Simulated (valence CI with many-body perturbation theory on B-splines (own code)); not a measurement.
Results of a calculation; reference values are marked as such.
Sensitivity of CI+MBPT for Nd LVI

Level of theory: valence CI with perturbative core correlation (CI+MBPT): three valence electrons over a frozen Dirac-Fock core [He], radial functions for each j: 6 s, 6 p, 5 d, 3 f, 1 g, with the one-electron correlation potential Σ1 (screened to all orders), the two-electron term Σ2, the three-electron term Σ3, Breit, model QED; selected single and double excitations, second order for the rest, scaled by the run's own slope (own B-spline code, finite nucleus).

The last digits are not significant, and no measured levels were compared; by estimate large intervals hold to a few tenths of a per cent, small ones and those within an open d or f shell to about a per cent.

The reference run has the lowest level (2s^2 2p1/2) J=1/2 and an ionisation energy of 11689.0 eV. Its largest variational space holds 3634 state functions.

Levels are named by their leading jj configuration (3d3/2^4 stands for four electrons in 3d with j = 3/2), which in mixed levels can hold well under half, so a name can repeat and another be missing. Letters in brackets count levels of one name in rising energy.

| Level | Reference (cm⁻¹) | Shift (cm⁻¹) |
| --- | --- | --- |
| (2s 2p1/2^2) J=1/2 | 1550400 | +0.2 |
| (2s^2 2p3/2) J=3/2 | 4599180 | +115 |
| (2s 2p1/2 2p3/2) J=3/2 [a] | 5680490 | +63 |
| (2s 2p1/2 2p3/2) J=5/2 | 5962970 | +59 |
| (2s 2p1/2 2p3/2) J=1/2 | 6412120 | +1.6 |
| (2s 2p1/2 2p3/2) J=3/2 [b] | 6420990 | +73 |
| (2p1/2^2 2p3/2) J=3/2 | 8058930 | +61 |
| (2s 2p3/2^2) J=5/2 | 10425100 | +57 |
| (2s 2p3/2^2) J=1/2 | 11101100 | +1.2 |
| (2s 2p3/2^2) J=3/2 | 11108800 | +169 |
| (2p1/2 2p3/2^2) J=3/2 | 12361100 | +116 |
| (2p1/2 2p3/2^2) J=5/2 | 12531300 | +122 |

The ionisation energy moves by 0 eV.

Problem. Which of these changes was made?
A. size limit of the variational space 10000 → 1500; second order for the rest on → off
B. logarithmic knot step 0.27 → 0.8
C. three-electron term on → off
D. shift of the energy in Σ1 (hartree) 0 → 18.689

Solution. A. size limit of the variational space 10000 → 1500; second order for the rest on → off.
